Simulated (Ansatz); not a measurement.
Isolated molecules relaxed with PBE0-D4/def2-TZVP in Ansatz; ΔE leaves out vibrations. CCSD(T)/CBS adds triple-zeta CCSD(T) − MP2 to the extrapolated MP2 energy (def2 sets, frozen cores). This one scheme is used for every species. Functionals use def2-TZVPP. B3LYP here is the variant with VWN-RPA as its local correlation; programs differ in this. HSE06 is defined as in plane-wave codes. For Br outer-core shells are correlated without core-valence functions, which leaves a few kJ/mol of doubt a bond. Scalar relativity is left out up to krypton. One conformer a species, not always the lowest.

Consider the ligand exchange at a B–Cl bond: `COB(Cl)OC` + HBr → `COB(Br)OC` + HCl.

```tsv
level	ΔE (kJ/mol)	difference from CCSD(T)/CBS
PBE-D4	9.1	3.5
r2SCAN-D4	10.3	4.7
B3LYP-D4	10.1	4.5
r2SCAN0-D4	9.9	4.3
HSE06-D4	8.9	3.3
CAM-B3LYP-D4	11.6	6.0
ωB97X-V	10.1	4.5
PBE-QIDH	8.0	2.4
PBE	10.1	4.5
revPBE	10.1	4.5
BLYP	12.3	6.7
r2SCANh	10.4	4.8
CCSD/def2-SVP	18.7	13.1
HF/def2-TZVPP	12.4	6.8
SCS-MP2/def2-TZVPP	6.7	1.1
MP2/CBS(def2)	3.6	-2.0
CCSD(T)/CBS	5.6	0
```

Largest T1 diagnostic among the species: 0.012.

At CCSD(T), def2-SVP lies +12.3 kJ/mol from the extrapolated value and def2-TZVPP +1.5 kJ/mol. In def2-TZVPP, CCSD(T) changes the Hartree–Fock value by −5.4 kJ/mol (the triples alone add −0.5 kJ/mol) and MP2 by −7.4 kJ/mol.
